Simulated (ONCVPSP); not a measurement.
# Reading a pseudo-wave (C (Z = 6))

Columns: radius, all-electron u(r) and pseudo u(r) of the 2p shell (level -5.46 eV) of carbon in the configuration [He] 2s1.5 2p2.5; revPBE, scalar-relativistic, ONCV scheme, ONCVPSP 4.0.1.

```csv
r (bohr),all-electron,pseudo
0.080,0.0321,0.0113
0.160,0.1029,0.0445
0.240,0.1885,0.0975
0.320,0.2760,0.1671
0.400,0.3584,0.2483
0.480,0.4326,0.3356
0.560,0.4972,0.4231
0.640,0.5523,0.5057
0.720,0.5985,0.5793
0.800,0.6361,0.6413
0.880,0.6652,0.6902
0.960,0.6866,0.7254
1.040,0.7009,0.7469
1.120,0.7091,0.7552
1.200,0.7119,0.7518
1.280,0.7101,0.7394
1.360,0.7045,0.7216
1.440,0.6957,0.7026
1.520,0.6842,0.6855
1.600,0.6706,0.6707
1.680,0.6553,0.6553
1.760,0.6386,0.6386
1.840,0.6209,0.6209
1.920,0.6025,0.6025
2.000,0.5835,0.5835
2.080,0.5642,0.5642
```

Q: How many radial nodes do the two functions have?

A: The all-electron 2p function has n − l − 1 = 0; the pseudo-wave has 0.

Q: At about which radius was the pseudo-wave matched?

A: 1.60 bohr, where the columns begin to agree (steps of 0.08 bohr).

Q: Where does each function peak?

A: Outermost all-electron maximum near 1.20 bohr, pseudo maximum near 1.12 bohr (to the table’s step).

Q: Is the pseudo-wave norm-conserving?

A: Yes: the ONCV scheme keeps the norm inside the radius equal to the all-electron one, which fixes the energy derivative of the logarithmic derivative at the level.
